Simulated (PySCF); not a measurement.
Predicted microwave data (PBE0/pcSseg-1 in PySCF (dipole) on a GFN2-xTB geometry, gas phase) for one isomer of C5H6F3OPSi:

- Rotational constants: A = 928.7, B = 658.6, C = 516.6 MHz
- Dipole components: |μa| = 3.59 D, |μb| = 1.37 D, |μc| = 2.78 D
- Inertial defect: -333.25 u·Å²
- κ: -0.31

Task: Which structure is it? (One computed conformer of each.)
A. `[CH2:1]=[CH:2][C:3]1=[C:4]([SiH3:5])[P@@:6]1(=[O:7])[C:8]([F:9])([F:10])[F:11]` with C1–C2–C3–C4 178°
B. `Cc1oc(C(F)(F)F)pc1[SiH3]`

Result: A. It is C=CC1=C([SiH3])[P@@]1(=O)C(F)(F)F, an asymmetric top, point group C1. The candidates at the same level (rigid rotor, commonest isotopes):

```tsv
SMILES	A (MHz)	B (MHz)	C (MHz)	μa (D)	μb (D)	μc (D)	Δ (u·Å²)	point group	rotor
C=CC1=C([SiH3])[P@@]1(=O)C(F)(F)F	928.7	658.6	516.6	3.59	1.37	2.78	-333.25	C1	asymmetric top
Cc1oc(C(F)(F)F)pc1[SiH3]	1728	485.0	408.2	3.60	1.46	0.02	-96.50	near Cs	asymmetric top
```

`Cc1oc(C(F)(F)F)pc1[SiH3]` has A 86 % too high. No structure here is proved a minimum.
